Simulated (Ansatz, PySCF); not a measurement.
A series of C-O bond dissociation energy values:

A. BOC -> B[O] + [CH3] (CH3)
B. COB(Cl)Cl -> [O]B(Cl)Cl + [CH3] (CH3)
C. COC=O → [CH]=O + C[O]
D. CO (CH4O) → [CH3] (CH3) + [OH] (HO)

Quantity: bond dissociation energy (enthalpy at 298 K, with B3LYP-D3(BJ) rigid-rotor harmonic-oscillator terms), kcal/mol. Structures are relaxed separately at B3LYP-D3(BJ)/def2-TZVP in Ansatz (a first-principles code), one conformer each, not searched for the lowest. Frequencies are from Ansatz or PySCF. Cores are frozen in the correlated levels unless marked. UHF or UKS for open shells. Spin-orbit coupling is left out. No relativistic terms. CBS marks a two-point X^-3 extrapolation of the correlation energy; Hartree-Fock from the larger set. The bracket is a focal-point correction in the basis named.

```tsv
	wB97X-V/def2-TZVPD (Ansatz)	B2PLYP-D4/def2-TZVPD (Ansatz + dftd4)	SCS-MP2/cc-pV(D+d)Z (Ansatz)	RI-MP2/CBS(aug-cc-pV(T+d)Z,aug-cc-pV(Q+d)Z)+[CCSD(T)-MP2]/aug-cc-pV(T+d)Z (Ansatz)
A	77.1	75.0	80.7	78.6
B	91.3	89.0	90.4	92.5
C	97.8	96.7	98.7	100.9
D	92.2	89.5	88.0	92.4
```
